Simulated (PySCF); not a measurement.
Species: C2H5BF, net charge -1, singlet state. It need not be the lowest isomer of its formula. Whether it binds its extra electron was not tested at this geometry. 
Geometry from a B3LYP-D3(BJ)/def2-TZVP (Ansatz) optimisation:
SMILES: [CH2-]B(C)F
```xyz
9

C      1.3369    -0.6555    -0.4673
B      0.1242    -0.0088    -0.0097
C     -1.3855    -0.4967    -0.2770
F      0.1471     1.1829     0.7610
H      2.3389    -0.2809    -0.2570
H      1.3219    -1.5700    -1.0588
H     -1.4189    -1.4157    -0.8708
H     -1.9241    -0.6883     0.6622
H     -1.9715     0.2652    -0.8108
```
Charge -1, spin multiplicity 1.

Dispersion corrections to the total energy (kcal/mol) from the dftd3 and dftd4 libraries through PySCF: D3(BJ) without and D4 with the three-body term, each with the damping fitted for the functional named.

| functional | D3(BJ) | D4 |
|---|---|---|
| HSE06 | -1.81 | [?] |
| B2PLYP | -2.27 | -2.41 |
| TPSS | -3.69 | [?] |
| r2SCAN | -0.81 | -0.86 |
| PBE | [?] | -3.47 |
| TPSSh | -3.35 | -4.26 |
| BHLYP | -3.86 | -3.80 |

Task: What belongs in the gaps?

Result: 
- HSE06, D4: -2.65
- TPSS, D4: -4.69
- PBE, D3(BJ): -2.98
